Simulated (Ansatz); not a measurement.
`O[SiH](O)S[SiH3]` + `C[SeH]` → `C[Se][SiH3]` + `O[SiH](O)S`  (ligand exchange at the Si–S bond)

Computed with Ansatz on PBE0-D4/def2-TZVP structures; ΔE is electronic, products minus reactants. CCSD(T)/CBS adds triple-zeta CCSD(T) − MP2 to the extrapolated MP2 energy (def2 sets, frozen cores). DFT in def2-TZVPP. HSE06 is defined as in plane-wave codes. For Se outer-core shells are correlated without core-valence functions, which leaves a few kJ/mol of doubt a bond. Scalar relativity is left out up to krypton. Each species was taken in one conformer, which may not be the lowest.

`O[SiH](O)S[SiH3]`:

Z-matrix (Å, degrees):
```
Si
O 1 1.636
S 1 2.139 2 106.4
O 1 1.628 2 108.6 3 122.9
H 1 1.478 2 113.7 3 -121.0
H 2 0.959 1 117.5 3 36.9
Si 3 2.140 1 98.0 2 -159.1
H 4 0.959 1 117.9 2 -59.6
H 7 1.484 3 110.9 1 -51.9
H 7 1.483 3 105.9 1 -171.4
H 7 1.484 3 110.9 1 69.6
```

`C[SeH]`:

```xyz
6

C    -0.260    0.421    0.231
Se    0.206   -0.783   -1.229
H    -0.725   -0.128    1.046
H    -0.977    1.129   -0.182
H     0.619    0.960    0.577
H     1.139   -1.599   -0.442
```

`C[Se][SiH3]`:

Cartesian coordinates in Å:
```
C -1.439 -0.214 -0.674
Se -0.660 1.197 0.439
Si 1.384 0.246 0.671
H -0.888 -0.306 -1.608
H -2.463 0.090 -0.883
H -1.443 -1.160 -0.136
H 2.185 1.173 1.508
H 2.039 0.057 -0.651
H 1.285 -1.082 1.333
```

`O[SiH](O)S`:

Cartesian coordinates in Å:
```
O 1.085 -0.241 -0.968
Si 0.142 -0.363 0.370
O -1.151 -1.253 -0.067
S -0.305 1.584 1.129
H 1.734 0.465 -0.969
H 0.780 -1.058 1.505
H -1.467 -1.165 -0.968
H -0.817 2.032 -0.031
```

(1) Is it downhill or uphill in electronic energy at CCSD(T)/CBS, and by how much? (Best estimate.)

(2) What do these levels give: LDA (SPW92), PBE-D4, r2SCANh-D4, ωB97X-V, HSE06, CAM-B3LYP, LC-ωPBE, RPA@PBE/def2-TZVPP, CCSD(T)/def2-SVP, MP2/def2-QZVPP, HF/CBS(def2), MP2/CBS(def2)? (Estimate.)

(3) What do rigid-rotor, harmonic-oscillator terms from PBE0-D4/def2-TZVP frequencies (298.15 K, 1 bar) make of the CCSD(T)/CBS value? (An estimate is asked.)

Largest T1 diagnostic among the species: 0.012.

Answers

(1) The calculation gave: Uphill: ΔE = +3.4 kJ/mol.

(2) Ansatz gave: LDA (SPW92) 4.0, PBE-D4 4.0, r2SCANh-D4 5.4, ωB97X-V 5.6, HSE06 3.1, CAM-B3LYP 3.6, LC-ωPBE 5.4, RPA@PBE/def2-TZVPP 4.9, CCSD(T)/def2-SVP 4.3, MP2/def2-QZVPP 4.3, HF/CBS(def2) 4.1, MP2/CBS(def2) 3.6 kJ/mol.

(3) The calculation gave: ΔZPE = +0.1 kJ/mol, ΔH = +3.3 kJ/mol, ΔS = -2 J/(mol·K), ΔG = +3.9 kJ/mol. Modes under 50 cm⁻¹ make the entropy rough.

Leaving LDA and LC-ωPBE aside and taking each functional with its dispersion term where it has one, the values, not all of them listed here, spread over 4.9 kJ/mol, from B2PLYP to B97M-V.
